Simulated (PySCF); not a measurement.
H3ClSi, SMILES `[SiH3]Cl`, neutral singlet in the gas phase. 

Cartesian coordinates (Å):
```xyz
5

Si    -0.1270     0.0113    -0.0054
Cl     1.9186    -0.1700     0.0821
H     -0.6518    -1.0065    -0.9424
H     -0.4608     1.3707    -0.4844
H     -0.6790    -0.2056     1.3500
```
Charge 0, spin multiplicity 1.

All levels are single points at this geometry (r2SCAN-D4/def2-TZVP); Pople sets use spherical d functions. Orbital energies aren't observables, and empty levels follow the basis.

```tsv
level	HOMO (eV)	LUMO (eV)	gap (eV)	dipole (D)	vertical IE, Delta-SCF (eV)
r2SCAN-D4/def2-TZVP in PySCF	-8.01	-0.53	7.49	1.22	11.34
B3LYP/3-21G in PySCF	-8.67	-0.37	8.30	2.33	–
BP86/6-31G* in PySCF	-7.66	-0.96	6.70	1.60	–
PBE/6-31G* in PySCF	-7.55	-0.93	6.62	1.60	–
SVWN5/6-31G* in PySCF	-7.60	-1.15	6.45	1.65	–
HF/6-31G* in PySCF	-12.28	3.09	15.37	1.94	10.95
```
